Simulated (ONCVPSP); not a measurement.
carbon, ONCV: configuration errors across variants

- Element: C
- Generator: ONCVPSP 4.0.1
- Type: optimised norm-conserving Vanderbilt (ONCV)
- Functional: PBEsol
- Relativity: scalar-relativistic
- Frozen core: [He]
- Valence charge: 4
- Reference configuration: 2s2 2p1 (charge +1)
- Partial waves: 2s: rc 1.15 bohr, ncon 4, nbas 9, qcut 7.3 1/bohr, 2 projectors, debl 2.1 Ha; 2p: rc 1.45 bohr, ncon 3, nbas 7, qcut 6 1/bohr, 2 projectors, debl 2.3 Ha; d scattering state at 0.18 Ha: rc 1.15 bohr, ncon 5, nbas 9, qcut 9.1 1/bohr, local
- Local potential: the d channel
- Core correction: Teter function, fcfact 3.25, rcfact 1.5

All-electron excitation energies from the reference (eV): (1) 2s2 2p2 -10.789; (2) 2s2 2p0 24.019; (3) 2s1 2p0 71.983; (4) 2s2 2p1.5 -6.856.

Errors AE − PS in meV (a dash: test not solved or not reliable):

```tsv
change	(1)	(2)	(3)	(4)	bound ghosts	GHOST(+) flags above zero
base	+17	+63	+197	+6.8	none	none
core correction Teter function, fcfact 1.2, rcfact 1.5	+17	+68	+202	+7.1	none	none
core correction Teter function, fcfact 2.1, rcfact 1.5	+17	+65	+196	+6.9	none	none
core correction Teter function, fcfact 2.9, rcfact 1.5	+17	+64	+196	+6.8	none	none
core correction Teter function, fcfact 3.7, rcfact 1.5	+17	+62	+196	+6.8	none	none
core correction Teter function, fcfact 4.6, rcfact 1.5	+17	+61	+195	+6.7	none	none
core correction Teter function, fcfact 5.5, rcfact 1.5	+17	+60	+192	+6.7	none	none
core correction Teter function, fcfact 6.7, rcfact 1.5	+17	+58	+187	+6.6	none	none
core correction Teter function, fcfact 7.4, rcfact 1.5	+16	+57	+184	+6.6	none	none
```

**Question.** Give the same row for: core correction Teter function, fcfact 6.1, rcfact 1.5.

**Answer.** +17, +59, +190, +6.7; bound ghosts: none; GHOST(+) flags above zero: none.
